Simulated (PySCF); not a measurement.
## Energy of Ag⁺ (silver, charge +1) between two integer charges

The 4d beta orbital of [Kr] 4d10 is emptied in steps (occupation f), with all orbitals relaxed, ending at [Kr] 4d9. All numbers are calculated (PySCF 2.14, a scalar-relativistic core potential, in def2-TZVP with the def2 core potential (28 electrons)). The exact energy is a straight line in f; departures are measured from the line between the end points of the same method.

```tsv
f	UHF (eV)	LDA (eV)	PBE (eV)	PBE0 (eV)	r2SCAN (eV)	LC-wPBE (eV)	BHandHLYP (eV)	wB97X (eV)	CAM-B3LYP (eV)	HSE06 (eV)
1	0.000	0.000	0.000	0.000	0.000	0.000	0.000	0.000	0.000	0.000
0.9	0.199	-0.578	-0.565	-0.380	-0.532	-0.123	-0.191	-0.153	-0.247	-0.417
0.7	0.449	-1.359	-1.327	-0.892	-1.246	-0.293	-0.453	-0.362	-0.582	-0.979
0.5	0.518	-1.631	-1.590	-1.069	-1.489	-0.355	-0.548	-0.435	-0.701	-1.172
0.3	0.422	-1.380	-1.343	-0.903	-1.254	-0.303	-0.467	-0.369	-0.595	-0.990
0.1	0.175	-0.595	-0.579	-0.389	-0.538	-0.132	-0.203	-0.159	-0.258	-0.426
0	0.000	0.000	0.000	0.000	0.000	0.000	0.000	0.000	0.000	0.000
```

| method | E(f=0) − E(f=1) (eV) | −ε at f=1 (eV) | −ε at f=0.5 (eV) |
| --- | --- | --- | --- |
| UHF | 19.797 | 22.042 | 19.717 |
| LDA | 22.253 | 15.857 | 22.192 |
| PBE | 21.819 | 15.563 | 21.771 |
| PBE0 | 21.603 | 17.398 | 21.571 |
| r2SCAN | 21.602 | 15.704 | 21.579 |
| LC-wPBE | 21.507 | 20.150 | 21.478 |
| BHandHLYP | 21.329 | 19.221 | 21.289 |
| wB97X | 21.560 | 19.879 | 21.538 |
| CAM-B3LYP | 21.691 | 18.966 | 21.653 |
| HSE06 | 21.608 | 16.990 | 21.575 |

Orbital energy along the path (eV):

```json
{"f": "1", "UHF": "-22.042", "LDA": "-15.857", "PBE": "-15.563", "PBE0": "-17.398", "r2SCAN": "-15.704", "LC-wPBE": "-20.150", "BHandHLYP": "-19.221", "wB97X": "-19.879", "CAM-B3LYP": "-18.966", "HSE06": "-16.990"}
{"f": "0.9", "UHF": "-21.530", "LDA": "-17.092", "PBE": "-16.777", "PBE0": "-18.214", "r2SCAN": "-16.861", "LC-wPBE": "-20.398", "BHandHLYP": "-19.613", "wB97X": "-20.191", "CAM-B3LYP": "-19.483", "HSE06": "-17.888"}
{"f": "0.7", "UHF": "-20.580", "LDA": "-19.611", "PBE": "-19.248", "PBE0": "-19.875", "r2SCAN": "-19.205", "LC-wPBE": "-20.922", "BHandHLYP": "-20.431", "wB97X": "-20.848", "CAM-B3LYP": "-20.547", "HSE06": "-19.713"}
{"f": "0.5", "UHF": "-19.717", "LDA": "-22.192", "PBE": "-21.771", "PBE0": "-21.571", "r2SCAN": "-21.579", "LC-wPBE": "-21.478", "BHandHLYP": "-21.289", "wB97X": "-21.538", "CAM-B3LYP": "-21.653", "HSE06": "-21.575"}
{"f": "0.3", "UHF": "-18.930", "LDA": "-24.832", "PBE": "-24.340", "PBE0": "-23.298", "r2SCAN": "-23.975", "LC-wPBE": "-22.062", "BHandHLYP": "-22.186", "wB97X": "-22.249", "CAM-B3LYP": "-22.793", "HSE06": "-23.468"}
{"f": "0.1", "UHF": "-18.213", "LDA": "-27.525", "PBE": "-26.948", "PBE0": "-25.050", "r2SCAN": "-26.383", "LC-wPBE": "-22.668", "BHandHLYP": "-23.118", "wB97X": "-22.971", "CAM-B3LYP": "-23.968", "HSE06": "-25.386"}
{"f": "0", "UHF": "-17.878", "LDA": "-28.890", "PBE": "-28.265", "PBE0": "-25.935", "r2SCAN": "-27.590", "LC-wPBE": "-22.978", "BHandHLYP": "-23.598", "wB97X": "-23.335", "CAM-B3LYP": "-24.569", "HSE06": "-26.354"}
```

Reference removal energy between the ground levels: 21.484 eV (measured; NIST Atomic Spectra Database, ionization energies). The calculation has no spin-orbit coupling. UHF lacks correlation.
